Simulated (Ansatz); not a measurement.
System: diaminoboranylethane, C2H9BN2, net charge 0, singlet state. 
Structure (B3LYP-D3(BJ)/def2-TZVP (Ansatz, a quantum-chemistry and plane-wave program) minimum search):
```xyz
14

C      1.9339    -0.3855    -0.5848
C      0.9890     0.3923     0.3352
B     -0.5655     0.1044     0.1620
N     -1.4889     0.7970     0.9885
N     -1.0249    -0.8277    -0.8005
H      2.9805    -0.1317    -0.4037
H      1.8341    -1.4643    -0.4391
H      1.7288    -0.1746    -1.6376
H      1.2607     0.1966     1.3794
H      1.1569     1.4673     0.1985
H     -1.1946     1.4633     1.6795
H     -2.4863     0.6783     0.9485
H     -0.3994    -1.3339    -1.4002
H     -1.9933    -1.0495    -0.9541
```
Charge 0, spin multiplicity 1.

Quantity: vertical ionisation energy (to the doublet state of charge +1; each state is the SCF solution reached for its spin), in eV. Valence correlation only, unless marked. UHF or UKS for open shells. No spin-orbit coupling. No relativistic terms. Basis-set limits of correlation are two-point, X^-3; Hartree-Fock from the larger set.

```csv
level,program,vertical ionisation energy (eV)
HF/aug-cc-pVTZ,Ansatz,8.19
HF/aug-cc-pVQZ,Ansatz,8.19
SVWN5/def2-TZVPD,Ansatz,8.96
PBE/def2-TZVPD,Ansatz,8.74
r2SCAN/def2-TZVPD,Ansatz,8.78
BHLYP/def2-TZVPD,Ansatz,8.99
wB97X-V/def2-TZVPD,Ansatz,9.19
B2PLYP/def2-TZVPD,Ansatz,9.06
MP2/aug-cc-pVDZ,Ansatz,9.40
RI-MP2/aug-cc-pVTZ,Ansatz,9.58
RI-MP2/aug-cc-pVQZ,Ansatz,9.64
"RI-MP2/CBS(aug-cc-pVTZ,aug-cc-pVQZ)",Ansatz,9.69
CCSD/aug-cc-pVDZ,Ansatz,9.06
CCSD(T)/aug-cc-pVDZ,Ansatz,9.06
```
